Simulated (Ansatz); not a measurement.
Gas-phase reaction R1 → P1 + P2, each structure at its B3LYP-D3(BJ)/def2-TZVP stationary point, reached from a drawn start (curvature not checked).
R1, F5Ta (SMILES [F][Ta]([F])([F])([F])[F]) (charge 0, multiplicity 1, Z-matrix in Å and degrees):
```
Ta
F 1 1.8577
F 1 1.8578 2 119.95
F 1 1.8578 2 120.00 3 180.00
F 1 1.8866 2 90.03 3 90.01
F 1 1.8866 2 90.03 5 179.97
```
P1, F4Ta (SMILES [F][Ta]([F])([F])[F]) (charge 0, multiplicity 2, Z-matrix in Å and degrees):
```
Ta
F 1 1.8750
F 1 1.8750 2 96.39
F 1 1.8750 2 96.47 3 -142.93
F 1 1.8750 2 140.82 3 108.45
```
P2: F atom, charge 0, multiplicity 2.

P less R. No zero-point or thermal terms; singlets are restricted closed shells; open shells are unrestricted; no spin–orbit coupling. The spin states of the d-block species are the ones drawn and need not be the lowest.

Frozen-core correlation throughout.

The values were computed with Ansatz (an electronic-structure program) with Gaussian orbitals. All values are computed, each at the level named. Elements past Kr take the def2 small-core potentials, without spin–orbit coupling.

Total energies in hartree:

```json
[
 {"structure": "R1", "PBE/def2-TZVPP": "-556.404422", "CCSD(T)/def2-TZVPP": "-555.633466"},
 {"structure": "P1", "PBE/def2-TZVPP": "-456.505281", "CCSD(T)/def2-TZVPP": "-455.788801"},
 {"structure": "P2", "PBE/def2-TZVPP": "-99.669123", "CCSD(T)/def2-TZVPP": "-99.625056"}
]
```

**Question.** Work out the reaction energy at each level in kcal/mol (1 hartree = 627.50947 kcal/mol), and say how far PBE/def2-TZVPP lies from CCSD(T)/def2-TZVPP.

**Answer.** 
- PBE/def2-TZVPP: (-456.505281) + (-99.669123) − (-556.404422) = 0.230018 hartree = 144.34 kcal/mol
- CCSD(T)/def2-TZVPP: (-455.788801) + (-99.625056) − (-555.633466) = 0.219609 hartree = 137.81 kcal/mol
PBE/def2-TZVPP less CCSD(T)/def2-TZVPP: 6.53 kcal/mol. CCSD(T)/def2-TZVPP is the level counted from, the highest shown, and no exact or measured value.
